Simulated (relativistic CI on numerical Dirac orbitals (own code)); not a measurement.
Line list: Electric-dipole lines, Sr

These numbers are calculated, not measured: Dirac-Coulomb-Breit CI, KLI orbitals optimised for each configuration, a model potential for QED, valence Slater integrals scaled by 0.85, P86 correlation energy added to each configuration (own radial code, finite nucleus).

Configuration list (outside the closed core [Kr]): 5s2, 5s 5p, 5s 4d, 5s 6s, 4d 5p, 5s 5d, 5p2, 4d2, 5s 6p, 5s 7s, 5s 4f, 5s 7p, 5s 6d, 5s 5f, 5s 5g, 5s 7d. Levels of other configurations are missing.

| λ vac (nm) | Lower | Upper | A (s⁻¹) | E lower (cm⁻¹) | E upper (cm⁻¹) |
| --- | --- | --- | --- | --- | --- |
| 277.90 | 5s2 1S_0 [1] | 4d 5p 3D°_1 [27] | 6.65e+04 | 0.0 | 35984.0 |
| 473.15 | 5s 5p 3P°_1 [3] | 5p2 3P_2 [18] | 5.08e+07 | 12730.9 | 33865.9 |
| 475.35 | 5s 5p 3P°_0 [2] | 5p2 3P_1 [17] | 6.56e+07 | 12564.5 | 33601.8 |
| 479.14 | 5s 5p 3P°_1 [3] | 5p2 3P_1 [17] | 4.59e+07 | 12730.9 | 33601.8 |
| 480.96 | 5s 5p 3P°_2 [4] | 5p2 3P_2 [18] | 1.38e+08 | 13074.0 | 33865.9 |
| 482.79 | 5s 5p 3P°_1 [3] | 5p2 3P_0 [16] | 1.87e+08 | 12730.9 | 33443.8 |
| 487.14 | 5s 5p 3P°_2 [4] | 5p2 3P_1 [17] | 7.68e+07 | 13074.0 | 33601.8 |
| 566.14 | 5s 4d 3D_3 [7] | 4d 5p 3D°_3 [29] | 7.41e+07 | 18523.4 | 36186.7 |
| 569.33 | 5s 4d 3D_2 [6] | 4d 5p 3D°_2 [28] | 5.35e+07 | 18495.1 | 36059.5 |
| 570.25 | 5s 4d 3D_3 [7] | 4d 5p 3D°_2 [28] | 1.68e+07 | 18523.4 | 36059.5 |
| 571.21 | 5s 4d 3D_1 [5] | 4d 5p 3D°_1 [27] | 5.92e+07 | 18477.2 | 35984.0 |
| 571.79 | 5s 4d 3D_2 [6] | 4d 5p 3D°_1 [27] | 2.34e+07 | 18495.1 | 35984.0 |

Terms are leading LS components. Brackets give the number of a level in order of energy, since labels repeat. The list gives strong lines, with weight on those to low levels, without lines whose two gauges differ by over a factor of 2.5, among the lowest 68 of 71 levels, so that lines to higher ones, which can be the strongest, are missing, and without lines across small gaps between configurations, and without 94 lines that miss the measured interval by over 3.5 %, start from a term whose rates miss tabulated ones by over 60 %, have gauges far apart or, lacking measured levels, span too small a gap for the errors found; lines with a level outside our table were not tested and can miss by more. Levels whose partners in the same complex of configurations lie outside the list can be far off, and so can their lines. Rates are taken at the computed energies, electric ones in the length gauge.

Correlation outside the listed configurations is missing or only estimated: errors of thousands of cm⁻¹ between configurations and terms are usual at this charge. Rates and lifetimes follow the computed energies and can be off by large factors. The fine structure of a lone outer electron comes out too small, for d and f at times inverted, and misplaced configurations move strength between like terms. 27 of the 27 excited levels that our extract of the measured tables holds in this range could be paired (the sources list more); they are missed by 719 cm⁻¹ on average and 1825 at most, and levels without a partner can miss by more.

LS names give the leading component of a level, which can be under half, so a name can repeat, a term be missing and a line seem to break the LS rules.
